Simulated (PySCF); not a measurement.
**UHF on Mn+ (manganese, charge +1)**

Configuration: [Ar] 3d4 4s1 5s1, high-spin 7D determinant (an excited configuration). All numbers are calculated (PySCF 2.14, the spin-free X2C one-electron Hamiltonian (Gaussian nucleus), in aug-cc-pwCVTZ-DK).

- Total energy: -1156.597366 hartree
- One-electron energy: -1577.0584 hartree
- Hartree (Coulomb) energy: 471.3975 hartree
- Exchange energy: -50.9365 hartree
- ⟨S²⟩: 12.0014
- ⟨L²⟩: 6.017
- Sum of ⟨r⟩: 22.20 bohr
- Sum of ⟨r²⟩: 64.42 bohr²
- Traceless quadrupole moment −½Σ⟨3z² − r²⟩ along its main axis: 0.0463 e·bohr²
- Langevin diamagnetic susceptibility: -51.0 ×10⁻⁶ cm³/mol

```json
{"shell": "1s α", "electrons": "1", "mean orbital energy (eV)": "-6619.1", "spread (eV)": "0", "rms radius, mean of both spins (bohr)": "0.0703"}
{"shell": "1s β", "electrons": "1", "mean orbital energy (eV)": "-6618.9", "spread (eV)": "0", "rms radius, mean of both spins (bohr)": "0.0703"}
{"shell": "2s α", "electrons": "1", "mean orbital energy (eV)": "-826.79", "spread (eV)": "0", "rms radius, mean of both spins (bohr)": "0.302"}
{"shell": "2s β", "electrons": "1", "mean orbital energy (eV)": "-823.35", "spread (eV)": "0", "rms radius, mean of both spins (bohr)": "0.302"}
{"shell": "2p α", "electrons": "3", "mean orbital energy (eV)": "-700.21", "spread (eV)": "0.006", "rms radius, mean of both spins (bohr)": "0.273"}
{"shell": "2p β", "electrons": "3", "mean orbital energy (eV)": "-696.97", "spread (eV)": "0.942", "rms radius, mean of both spins (bohr)": "0.273"}
{"shell": "3s α", "electrons": "1", "mean orbital energy (eV)": "-130.95", "spread (eV)": "0", "rms radius, mean of both spins (bohr)": "0.905"}
{"shell": "3s β", "electrons": "1", "mean orbital energy (eV)": "-120.84", "spread (eV)": "0", "rms radius, mean of both spins (bohr)": "0.905"}
{"shell": "3p α", "electrons": "3", "mean orbital energy (eV)": "-93.405", "spread (eV)": "1.483", "rms radius, mean of both spins (bohr)": "0.969"}
{"shell": "3p β", "electrons": "3", "mean orbital energy (eV)": "-81.634", "spread (eV)": "2.200", "rms radius, mean of both spins (bohr)": "0.969"}
{"shell": "3d α", "electrons": "4", "mean orbital energy (eV)": "-36.829", "spread (eV)": "1.939", "rms radius, mean of both spins (bohr)": "1.16"}
{"shell": "4s α", "electrons": "1", "mean orbital energy (eV)": "-20.654", "spread (eV)": "0", "rms radius, mean of both spins (bohr)": "2.69"}
{"shell": "5s α", "electrons": "1", "mean orbital energy (eV)": "-6.719", "spread (eV)": "0", "rms radius, mean of both spins (bohr)": "6.62"}
```

The outer electron is Rydberg-like, and this basis confines it to a smaller radius and binds it less than a complete one would.

Densities and radii are taken from the X2C orbitals without a picture-change correction, which distorts them close to the nucleus.

Spin-orbit constants ζ (cm⁻¹) from the X2C one-electron operator on these orbitals: bare nucleus, nucleus screened by l(l+1)(2l+1)/3 electrons, and screened by the Breit-Pauli mean field of the electrons.

```csv
shell,bare,screened nucleus,mean field
2p,59250,54510,n/a
3p,7276,6694,n/a
3d,684.0,410.4,n/a
```

To first order the Landé constant is A = 68.40 cm⁻¹, so the lowest level has J = 1 and lies 0.0678 eV below the centre of the term. This holds in LS coupling only.
